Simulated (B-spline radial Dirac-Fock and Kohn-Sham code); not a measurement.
Elastic scattering of 200 keV electrons by neutral thulium

These are calculated numbers from an atomic code on a B-spline grid; the model is relativistic (Dirac) partial waves in the static field of the Dirac-Fock atom with Furness-McCarthy exchange, without polarisation or absorption potentials.

Input of the calculation (task.json; shells as n, l, electrons):

```json
{"items": [{
  "Z": 69,
  "q": 0,
  "cfg": [[1, 0, 2], [2, 0, 2], [2, 1, 6], [3, 0, 2], [3, 1, 6], [3, 2, 10], [4, 0, 2], [4, 1, 6], [4, 2, 10], [4, 3, 13], [5, 0, 2], [5, 1, 6], [6, 0, 2]],
  "A": 169,
  "rrms": 5.2256,
  "do": "elastic",
  "energies": [[200000, 0]],
  "theta": [0, 1, 2, 3, 5, 7, 10, 15, 20, 25, 30, 40, 50, 60, 70, 80, 90, 100, 110, 120, 130, 140, 150, 160, 170, 180]
}]}
```

Launch: `python xray2_run.py task.json out`

```
θ (°)  dσ/dΩ (Å²/sr)  Sherman function
    0            337             0.000
    1           26.7             0.000
    2           5.11             0.000
    3           1.55             0.000
    5          0.282             0.000
    7         0.0887             0.001
   10         0.0253             0.002
   15        0.00593             0.004
   20        0.00210             0.006
   25       0.000942             0.006
   30       0.000496             0.004
   40       0.000184            -0.010
   50       8.72e-05            -0.036
   60       4.79e-05            -0.073
   70       2.90e-05            -0.119
   80       1.89e-05            -0.170
   90       1.30e-05            -0.223
  100       9.30e-06            -0.274
  110       6.91e-06            -0.318
  120       5.31e-06            -0.349
  130       4.22e-06            -0.361
  140       3.46e-06            -0.347
  150       2.95e-06            -0.301
  160       2.63e-06            -0.224
  170       2.44e-06            -0.120
  180       2.38e-06             0.000
```

Question: What integrated cross sections go with this distribution?

Answer: The total elastic cross section is 0.134 Å², the first transport cross section 0.000384 Å² and the second, weighted with (3/2) sin²θ, 0.000934 Å². The mean deflection is ⟨1 − cos θ⟩ = 0.00285, and 0.028 % of the collisions scatter beyond 90°.
